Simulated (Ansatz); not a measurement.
A nudged elastic band was laid between two geometries of Cl2HInO + H2 (7 atoms, charge 0, multiplicity 1).

All numbers below come from RKS PBE-D4/def2-SVP in Ansatz 0.2.0.

```
movable images  : 5
climbing image  : yes
spring          : 5.0 eV/Å²
optimiser       : quadratic models (default)
start path      : through a guess of the saddle point
force threshold : 0.03 eV/Å
iteration limit : 60
end points      : relaxed
```

First end point:

```xyz
7
Properties=species:S:1:pos:R:3
In -0.003 -0.225 0.126
O 0.023 -0.497 2.121
H -0.901 -0.502 2.443
Cl 2.000 -0.323 -1.085
Cl -2.029 0.101 -1.032
H 0.423 2.486 0.841
H 0.353 2.043 1.470
```

Last end point:

```xyz
7
Properties=species:S:1:pos:R:3
In 0.315 0.825 -0.205
O 0.021 0.076 2.024
H -0.868 -0.301 1.796
Cl 1.945 -0.694 -0.996
Cl -1.906 -0.135 -0.332
H 0.523 2.529 -0.075
H -0.163 0.784 2.673
```

What changes between the two ends?

Bonds broken: H6–H7. Bonds formed: In1–H6, O2–H7. Cl2HInO + H2 becomes Cl2H3InO.

Give the energies along the band, and the barrier.

It converged. The highest image is number 2 of 0 to 6, 0.54 eV above the first end and 1.43 eV above the last; the last end lies 0.89 eV below the first. A vibrational analysis at the climbing image gives one clearly imaginary mode, 1001i cm⁻¹: a first-order saddle point. The orbitals stay closed-shell, which can raise the energy where a bond breaks towards radicals; this wasn't checked here.

```tsv
image	path coordinate (Å)	energy (eV)	H6–H7 (Å)	In1–H6 (Å)	O2–H7 (Å)
0	0.00	0.00	0.77	2.84	2.64
1	0.62	0.11	0.79	2.54	2.01
2	1.23	0.54	0.97	2.09	1.39
3	1.83	-0.35	1.59	1.81	1.01
4	2.43	-0.69	2.29	1.74	0.98
5	3.02	-0.83	2.86	1.73	0.98
6	3.62	-0.89	3.33	1.72	0.98
```

What is the geometry of the highest image?


```xyz
7
Properties=species:S:1:pos:R:3
In 0.083 0.225 -0.068
O 0.086 0.044 2.067
H -0.747 -0.263 2.481
Cl 2.058 -0.385 -1.177
Cl -2.040 0.064 -1.069
H 0.279 2.026 0.976
H 0.148 1.373 1.675
```

What are the harmonic wavenumbers there?

1001i, 85, 98, 120, 232, 338, 381, 413, 515, 748, 764, 1256, 1545, 1971, 3672 cm⁻¹.

Time of the run: 100 s on 2 threads of Arm Neoverse V1, with other jobs on the host, peak memory 0.14 GiB.
